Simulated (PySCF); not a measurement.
# What a mistake does to a calculation on AlBH3NO

All numbers below are calculated, not measured. The program is PySCF 2.14.0, an open-source quantum chemistry code, run on an isolated molecule that a program drew, which may never have been made. The molecule is AlBH3NO (charge 0, singlet), drawn as the SMILES string `B[NH][Al]=[O]`.

Each row is a Hartree-Fock (HF) and frozen-core CCSD(T) single point in the cc-pV(D+d)Z basis, meant for a local HF minimum. Run 1 is clean. Each other run has one planted mistake out of seven kinds, and not every kind appears here: one electron removed, one electron added, multiplicity raised by two, geometry at a saddle point, minimal basis STO-3G, one bond length entered in bohr, all coordinates scaled. The reference is restricted for singlets and unrestricted otherwise, and also for a bond in bohr. Adding or removing an electron swaps singlet and doublet. Electrons count all cores. HOMO and LUMO are orbital energies over both spins, the gradient is its largest component, and the lowest frequency (negative if imaginary) is given only where the gradient is small. Bond lengths are over the 6 bonds as drawn. T1 is the CCSD diagnostic: over 0.02 (restricted) or 0.045 (unrestricted) a single reference is doubtful.

Geometry of the clean run:
```xyz
7
AlBH3NO, angstrom
B    -0.9620   -1.6305    0.4001
N    -1.5023   -1.1565    1.6187
Al   -0.7246    0.1576    2.5222
O    -0.0720    1.3188    3.3596
H     0.0475   -1.1147   -0.0117
H    -1.4879   -2.5182   -0.2092
H    -2.3428   -1.6050    1.9361
```

| run | electrons | basis functions | <S^2> | HOMO (eV) | LUMO (eV) | gradient (hartree/bohr) | lowest frequency (cm^-1) | mean bond (Å) | longest bond (Å) | T1 | HF (hartree) | CCSD(T) (hartree) | mistake |
|---|---|---|---|---|---|---|---|---|---|---|---|---|---|
| 1 | 36 | 80 | 0.000 | -10.86 | 1.25 | 2.1e-05 | 126 | 1.3618 | 1.774 | 0.0259 | -397.70238 | -398.24827 | no fault |
| 2 | 35 | 80 | 0.755 | -17.43 | -6.29 | 9.9e-02 | - | 1.3618 | 1.774 | 0.0170 | -397.41598 | -397.89143 | one electron removed |
| 3 | 36 | 80 | 0.000 | -10.70 | 1.05 | 3.8e-02 | - | 1.4149 | 1.844 | 0.0281 | -397.69152 | -398.24747 | all coordinates scaled |
| 4 | 37 | 80 | 0.866 | -0.04 | 7.31 | 4.3e-02 | - | 1.3618 | 1.774 | 0.0314 | -397.67788 | -398.23981 | one electron added |
| 5 | 36 | 27 | 0.000 | -6.53 | 8.53 | 4.0e-02 | - | 1.3618 | 1.774 | 0.0381 | -392.70734 | -392.95798 | ? |
| 6 | 36 | 80 | 0.605 | -10.18 | 1.14 | 2.4e-02 | - | 1.5407 | 2.279 | 0.0655 | -397.58088 | -398.13002 | ? |

**Which mistake was planted in run 5, and what did it cost?**

It has 27 basis functions where the clean run has 80, with the same electrons and geometry. So the mistake is: minimal basis STO-3G. Subtracting run 1 and multiplying by 627.51 kcal/mol a hartree, the energy moved by 3134.4 kcal/mol in HF and 3319.7 kcal/mol in CCSD(T).

**Which mistake was planted in run 6, and what did it cost?**

The mean bond changes by a factor of 1.131 and the longest by 1.285, so the molecule wasn't scaled as a whole. A length L in bohr read as angstrom grows by (1/0.5292 - 1) L = 0.890 L. The 6 bonds together grew by 6 x 0.1789 = 1.073 Å, which gives L = 1.206 Å. That is the length of one of the B-H bonds, 1.206 Å in the clean geometry. So the mistake is: one bond length entered in bohr. Subtracting run 1 and multiplying by 627.51 kcal/mol a hartree, the energy moved by 76.2 kcal/mol in HF and 74.2 kcal/mol in CCSD(T).

Cautions from the logs. Run 1: T1 is over the limit, so its CCSD(T) energy is less reliable; run 3: T1 is over the limit, so its CCSD(T) energy is less reliable; run 4: the added electron raises the CCSD(T) energy, so it isn't bound in this basis; run 5: T1 is over the limit, so its CCSD(T) energy is less reliable; run 6: T1 is over the limit, so its CCSD(T) energy is less reliable.
